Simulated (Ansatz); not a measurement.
Mg₂Cl₂⁺, relaxed as a doublet with UKS PBE0-D4/def2-TZVP in Ansatz, starting from the GFN1-xTB geometry. Force threshold 0.02 eV/Å.

Another isomer (doublet) lies 0.17 eV lower at PBE0-D4/def2-TZVP; other spin states weren't run for this one.

Start:

Cartesian coordinates in Å:
```
Mg -1.1116 0.2365 -0.3304
Mg 3.2255 -0.6463 0.8178
Cl -3.1475 0.5978 -0.6975
Cl 1.0336 -0.1881 0.2101
```

| step | energy (eV) | largest force component (eV/Å) | SCF passes |
| --- | --- | --- | --- |
| 1 | -35918.3197 | 0.480 | 17 |
| 2 | -35918.3582 | 0.244 | 19 |
| 3 | -35918.3703 | 0.063 | 19 |
| 4 | -35918.3709 | 0.039 | 18 |
| 5 | -35918.3730 | 0.024 | 18 |
| 6 | -35918.3743 | 0.030 | 19 |
| 7 | -35918.3744 | 0.123 | 18 |
| 8 | -35918.3783 | 0.055 | 19 |
| 9 | -35918.3818 | 0.010 | 18 |
| 10 | -35918.3825 | 0.123 | 18 |
| 11 | -35918.3840 | 0.019 | 20 |
| 12 | -35918.3841 | 0.011 | 19 |

Force components are those of the run's own axes.

End:

```xyz
4

Mg   -1.0458    0.2796   -0.4707
Mg    2.9998   -0.7459    1.1844
Cl   -3.1662    0.4915   -0.3842
Cl    1.2122   -0.0253   -0.3295
```

By distances, no bond broke or formed. The bond that changes most is Mg2–Cl4, from 2.32 to 2.45 Å (atoms count from 1).

The force fell under the threshold at step 9, but the optimiser went on and released 0.002 eV more. No frequencies were taken in this run, so the end may be a saddle point.

It took 25 s on 4 threads of Arm Neoverse V1 on a shared host.
